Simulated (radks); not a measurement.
Results of a calculation; reference values are marked as such.
Task: Radial electron density D(r) = 4 pi r^2 rho(r) of an atom or ion with 3 electrons. Code: a radial shooting solver on a logarithmic mesh with Libxc functionals. Model: non-relativistic Kohn-Sham, BLYP, spin-polarised, spherical densities, point nucleus.

r (bohr),D(r) (e/bohr),spin D(r)
0.00837,0.09870,0.00000415
0.01056,0.1529,0.00000642
0.01342,0.2387,0.0000100
0.01692,0.3639,0.0000153
0.02151,0.5565,0.0000234
0.02713,0.8273,0.0000347
0.03449,1.224,0.0000513
0.04349,1.747,0.0000732
0.05529,2.453,0.000102
0.06973,3.284,0.000137
0.08864,4.242,0.000176
0.1118,5.137,0.000210
0.1421,5.824,0.000234
0.1792,6.028,0.000235
0.226,5.608,0.000206
0.2873,4.527,0.000146
0.3624,3.111,0.0000738
0.4606,1.697,0.0000114
0.5809,0.7259,0.00000452
0.7385,0.2150,0.000169
0.9314,0.04513,0.000919
1.184,0.008885,0.00381
1.493,0.01371,0.0134
1.898,0.04280,0.0428
2.394,0.1101,0.110
3.043,0.2227,0.223
3.838,0.2943,0.294
4.84,0.2424,0.242
6.153,0.1103,0.110
7.759,0.02613,0.0261
9.864,0.002502,0.00250

What is the nuclear charge?

Result: Z = 6. The innermost maximum, from 1s, lies near 1/Z = 0.167 bohr (found: 0.174), and its height grows with Z. The density is that of the carbon ion C3+ in [He] 4f1; the configuration itself is not fixed sharply by these data. D(r) has 2 maxima, at r = 0.174, 3.93 bohr, and minima at 1.26 bohr, inside which lie 2.00 electrons.
